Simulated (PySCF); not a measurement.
A PySCF script (with the pyscf-properties extension) for the NMR shieldings of SMILES C=CC[Si@@H](F)C(F)=C(F)F, C5H6F4Si, on a GFN2-xTB geometry:

```python
import basis_set_exchange as bse
import numpy as np
from pyscf import gto, dft
from pyscf.prop import nmr

atoms = """
C    -1.760473    1.022699   -0.899231
C    -1.690406   -0.105155   -0.216678
C    -0.974982   -0.253797    1.091854
Si    0.650830   -1.214575    0.875678
F     0.323210   -2.659498    0.252703
C     1.723666   -0.375036   -0.451124
F     2.289600   -1.160568   -1.388564
C     1.964892    0.925958   -0.511809
F     1.465757    1.780509    0.377266
F     2.702729    1.572556   -1.400183
H    -2.277710    1.087039   -1.840910
H    -1.312125    1.933328   -0.536103
H    -2.147823   -1.007134   -0.599914
H    -1.611653   -0.795850    1.792705
H    -0.778671    0.728923    1.518939
H     1.425561   -1.470454    2.078250
"""
names = dict.fromkeys(["C", "Si", "F", "H"], "pcSseg-1")
basis = {el: gto.basis.parse(bse.get_basis(n, elements=[el], fmt="nwchem")) for el, n in names.items()}
mol = gto.M(atom=atoms, basis=basis, charge=0, verbose=0)
mf = dft.RKS(mol, xc="PBE0")
mf.grids.level = 2
mf.grids.alignment = dft.numint.BLKSIZE   # the property module wants whole blocks of grid points
mf.conv_tol = 1e-9
mf.kernel()

calc = nmr.RKS(mf)   # GIAO
C = mf.mo_coeff
Co = C[:, mf.mo_occ > 0]
resp = mf.gen_response(singlet=True, hermi=2)
def vind(x):   # induced exchange potential for any number of trial vectors
    d = np.einsum("pi,xij,qj->xpq", C, 2 * x.reshape(-1, C.shape[1], Co.shape[1]), Co, optimize=True)
    return np.einsum("xpq,pi,qj->xij", resp(d - d.transpose(0, 2, 1)), C, Co, optimize=True).ravel()
mo1, _ = nmr.rhf.solve_mo1(calc, with_cphf=vind)
sigma = calc.kernel(mo1)
for i, s in enumerate(sigma):   # ppm
    w = np.linalg.eigvalsh((s + s.T) / 2)
    print("%2d %-2s iso %8.1f  s11 %8.1f  s22 %8.1f  s33 %8.1f" % (i, mol.atom_pure_symbol(i), w.mean(), *w))
```

Problem. What are the results?

Solution. 
```
 0 C  iso     62.1  s11    -52.3  s22     80.4  s33    158.2
 1 C  iso     48.2  s11    -73.3  s22     52.7  s33    165.4
 2 C  iso    160.4  s11    146.0  s22    157.1  s33    178.0
 3 Si iso    348.9  s11    290.4  s22    365.0  s33    391.1
 4 F  iso    388.1  s11    373.7  s22    380.8  s33    409.8
 5 C  iso     54.4  s11     10.8  s22     62.7  s33     89.8
 6 F  iso    389.8  s11    305.8  s22    390.5  s33    473.3
 7 C  iso     13.4  s11    -67.0  s22     50.3  s33     56.9
 8 F  iso    291.3  s11    254.0  s22    290.3  s33    329.4
 9 F  iso    254.5  s11    206.4  s22    277.2  s33    280.0
10 H  iso     26.2  s11     23.1  s22     25.6  s33     29.8
11 H  iso     26.2  s11     22.3  s22     26.3  s33     30.1
12 H  iso     25.4  s11     23.1  s22     25.1  s33     28.1
13 H  iso     29.5  s11     25.8  s22     27.2  s33     35.4
14 H  iso     29.9  s11     27.3  s22     28.5  s33     33.9
15 H  iso     26.1  s11     22.9  s22     23.9  s33     31.4
```

These numbers come from an equivalent density-fitted implementation of the same equations, which agrees with the script to about 0.01 ppm for H and up to a few tenths of a ppm for heavy atoms, so last digits may differ.

Problem. Turn these shieldings into chemical shifts. δ = σ(ref) − σ, references computed at the same level: $^{13}$C (σ = 186.93 ppm) and $^{29}$Si (σ = 349.16 ppm) and $^{1}$H (σ = 31.72 ppm) against TMS; $^{19}$F (σ = 170.95 ppm) vs CFCl3.

Solution. Averaging equivalent atoms: C 7: 173.5; C 1: 138.7; C 5: 132.5; C 0: 124.8; C 2: 26.6; Si 3: 0.3; F 9: -83.6; F 8: -120.3; F 4: -217.1; F 6: -218.9; H 12: 6.28; H 15: 5.64; H 10: 5.53; H 11: 5.51; H 13: 2.25; H 14: 1.80 ppm. Unscaled 19F shifts against computed CFCl3 carry errors that often reach 10 to 50 ppm.

Size and cost of the density-fitted run: 207 basis functions, 82 s wall time on 1 thread of an Arm Neoverse N1, shared host; peak memory 0.92 GiB.
